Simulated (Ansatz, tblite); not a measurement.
Cost and result up the ladder for In₉As₁₀H₂₈⁺, a nanocrystal cut from zinc blende InAs (hydrogen-capped) (47 atoms). Total charge 1; singlet. Geometry: PBE-D4/def2-SVP.

| atom | x (Å) | y (Å) | z (Å) |
| --- | --- | --- | --- |
| As1 | 3.027 | -3.085 | 1.011 |
| As2 | -0.250 | -4.045 | -1.814 |
| As3 | 2.667 | 0.175 | 3.548 |
| As4 | -0.472 | -0.609 | 0.740 |
| As5 | -0.909 | 2.786 | 3.335 |
| As6 | 1.970 | 2.721 | -0.029 |
| As7 | -3.965 | 1.880 | 0.687 |
| As8 | 2.258 | -0.436 | -2.455 |
| As9 | -0.979 | 1.893 | -2.594 |
| As10 | -3.609 | -1.626 | -2.007 |
| In11 | 4.208 | -2.127 | 3.334 |
| In12 | 1.220 | -2.081 | -0.712 |
| In13 | -2.816 | -4.144 | -2.872 |
| In14 | 3.950 | 1.034 | -0.882 |
| In15 | 0.886 | 1.365 | 1.922 |
| In16 | -2.316 | 0.446 | -0.879 |
| In17 | -3.561 | 3.494 | 2.913 |
| In18 | -0.199 | 4.030 | -1.071 |
| In19 | 0.167 | -0.024 | -4.176 |
| H20 | 4.155 | -3.506 | 0.069 |
| H21 | 2.516 | -4.500 | 1.291 |
| H22 | -0.091 | -5.212 | -0.839 |
| H23 | 0.702 | -4.594 | -2.876 |
| H24 | 1.960 | 0.146 | 4.904 |
| H25 | 3.610 | 1.329 | 3.885 |
| H26 | -1.142 | -1.485 | 1.797 |
| H27 | -0.787 | 2.228 | 4.755 |
| H28 | -0.136 | 4.077 | 3.604 |
| H29 | 2.672 | 3.753 | 0.860 |
| H30 | -5.115 | 0.922 | 0.997 |
| H31 | -4.726 | 2.713 | -0.343 |
| H32 | 3.150 | -1.473 | -3.146 |
| H33 | -2.201 | 2.384 | -3.378 |
| H34 | -4.860 | -1.797 | -1.144 |
| H35 | -4.315 | -0.949 | -3.180 |
| H36 | 3.554 | -3.151 | 4.562 |
| H37 | 5.744 | -1.554 | 2.819 |
| H38 | -3.645 | -5.211 | -1.796 |
| H39 | -2.577 | -3.951 | -4.564 |
| H40 | 4.190 | -0.018 | 0.507 |
| H41 | 5.091 | 1.890 | -1.853 |
| H42 | -3.472 | 5.084 | 2.264 |
| H43 | -4.401 | 2.653 | 4.167 |
| H44 | -1.344 | 4.000 | 0.262 |
| H45 | 0.313 | 5.330 | -2.084 |
| H46 | -0.853 | -1.426 | -3.889 |
| H47 | 0.732 | 0.672 | -5.651 |

Ansatz on 11 threads of AMD EPYC 7R13 on a shared host and a whole NVIDIA H100 80GB HBM3; xTB runs through tblite on one thread. Times are rough, summed over both states, and most runs start from the orbitals of an earlier one. r2SCAN0-D4/def2-TZVP serves as the yardstick here, not as an exact answer. The other state is a doublet.

In the def2 sets In takes a core potential; there is no spin–orbit coupling. The xTB rows come from tblite. Single mean-field runs in def2-TZVP are fitted with def2-universal-jkfit.

Run but left out: PBE-D4/def2-TZVP (charge +2 doublet: an occupied level 0.05 eV above an empty one).

Raw xTB energies of ions are shifted by several eV.

| level | functions | wall time | vertical IE (eV) | difference from r2SCAN0-D4/def2-TZVP (eV) |
| --- | --- | --- | --- | --- |
| GFN2-xTB | 199 | 0.79 s | 13.73 | 3.32 |
| GFN1-xTB | 227 | 1 s | 13.09 | 2.68 |
| PBE0-D4/def2-TZVP (with forces) | 1098 | 68 s | 10.31 | -0.11 |
| r2SCAN0-D4/def2-TZVP (with forces) | 1098 | 69 s | 10.42 | 0.00 |
